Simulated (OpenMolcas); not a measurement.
Ag5+.

```
Program             : OpenMolcas
Method              : CASSCF
Basis               : ANO-RCC-VQZP [8s7p5d3f2g1h]
Scalar Hamiltonian  : DKH2, point nucleus
Active space        : 6 electrons in 5 orbitals (4d)
State averaging     : 2S+1 = 5 even, 5 roots; 2S+1 = 3 even, 45 roots; 2S+1 = 1 even, 50 roots
Spin-orbit coupling : state interaction with AMFI integrals over the reference wave functions, term energies averaged over their components
```

Levels without dynamic correlation, in cm⁻¹ above 4d⁶ ⁵D₄:

```csv
Level,E
4d⁶ ³F₃(1),28485
4d⁶ ³H₆,24363
4d⁶ ³P₂(1),25474
4d⁶ ³G₅ [73 %],31668
4d⁶ ¹I₆,38140
```

On this reference, MS-CASPT2, IPEA 0.25 Eh, imaginary shift 0.1 Eh (closed shells correlated: 4s 4p) puts 4d⁶ ³F₃(1) at 25210 cm⁻¹.

Task: Estimate the other levels at that method by one scale factor, and say how well it serves.

Result: The factor is 25210 / 28485 = 0.885. Scaled values beside those that MS-CASPT2 gives and measured ones (the list in Gamrath, thesis, University of Mons (2023)):
```tsv
Level	Scaled	MS-CASPT2	Miss (%)	Measured
4d⁶ ³H₆	21561	22370	-3.6	21512
4d⁶ ³P₂(1)	22544	21590	+4.4	21042
4d⁶ ³G₅ [73 %]	28026	28700	-2.3	27958
4d⁶ ¹I₆	33754	35380	-4.6	34194
```
For these levels the scaled values miss MS-CASPT2 by up to 4.6 %, as correlation changes each term by its own factor, spin-orbit parts do not scale and CASPT2 has its own spread within terms. This holds within one configuration; levels of others move differently, and the target method has errors of its own against measurement.

Term energies are means over components that CASPT2 splits; among the terms shown or strongly mixed into the levels shown the widest spread is 1200 cm-1 (4d⁶ ¹I, MS-CASPT2). Without dynamic correlation excited terms often stand tens of per cent too high (terms of higher spin than the ground term too low), and those without a measured partner can miss by more than the paired ones (holds for CASSCF). Measured partners are found by configuration, term and J. A level has none where our copy of the source lacks it or the pairing is in doubt (some pairs that miss far off the trend of their configuration count as doubtful), and it then counts in no deviation. Levels of configurations outside the active space are missing.

A share in square brackets marks a mixed level and gives the weight of the term that names it, the lowest over the columns. A number in round brackets counts repeated terms of one configuration in the order of the reference energies.
